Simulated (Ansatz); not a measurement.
Correcting a cheap level on Ge-containing molecules

The vertical ionisation energy (cation less neutral) in eV of 8 Ge-containing molecules: x at wB97M-V/def2-TZVPP, y at CCSD(T)/def2-TZVPP. Shapes, held fixed at every level: PBE0-D4/def2-TZVP. Flexible molecules stand in one conformer, not always the lowest. Programs: Ansatz 0.2.0.

| molecule | x (eV) | y (eV) |
| --- | --- | --- |
| Ge5H10 (SMILES [GeH2]1[GeH2][GeH2][GeH2][GeH2]1) | 9.21 | 9.23 |
| Ge4SiH10 (SMILES [SiH2]1[GeH2][GeH2][GeH2][GeH2]1) | 9.28 | 9.30 |
| Ge3Si2H10 (SMILES [SiH2]1[GeH2][SiH2][GeH2][GeH2]1) | 9.33 | 9.38 |
| Ge2Si3H10 (SMILES [SiH2]1[SiH2][GeH2][SiH2][GeH2]1) | 9.37 | 9.38 |
| Ge3SiH10 (SMILES [SiH3][GeH2][GeH2][GeH3]) | 9.47 | 9.54 |
| Ge2Si3H12 (SMILES [SiH3][GeH2][SiH2][GeH2][SiH3]) | 9.49 | 9.53 |
| Ge3SiH10 (SMILES [GeH3][SiH2][GeH2][GeH3]) | 9.58 | ? |
| GeSi4H12 (SMILES [SiH3][SiH2][SiH2][SiH2][GeH3]) | 9.64 | 9.66 |

Q: Fit y = c + s·x to the known rows and predict y for Ge3SiH10 (SMILES [GeH3][SiH2][GeH2][GeH3]).

A: 
1. Means of the 7 rows: x = 9.3986, y = 9.431.
2. Σ(Δx)² = 0.12689, Σ(Δx·Δy) = 0.13051, so the slope is 0.13051/0.12689 = 1.0285.
3. Intercept: 9.431 − (1.0285) × 9.3986 = -0.235. The largest residual of the fit is 0.035.
4. Ge3SiH10 (SMILES [GeH3][SiH2][GeH2][GeH3]): -0.235 + 1.0285 × 9.58 = 9.62 eV.

CCSD(T)/def2-TZVPP gives 9.64 eV, so the prediction is off by -0.02 eV, within the largest residual. Uncorrected, wB97M-V/def2-TZVPP misses it by -0.06 eV, and the other rows by 0.03 on average. The line removes about 70 % of this miss. Left out in turn, the other rows are missed by 0.02 eV on average, hardly better than no correction. Cations run unrestricted. Relativity is left out for Ge. Outer-core shells of Ge are correlated, in sets that cover them unevenly.
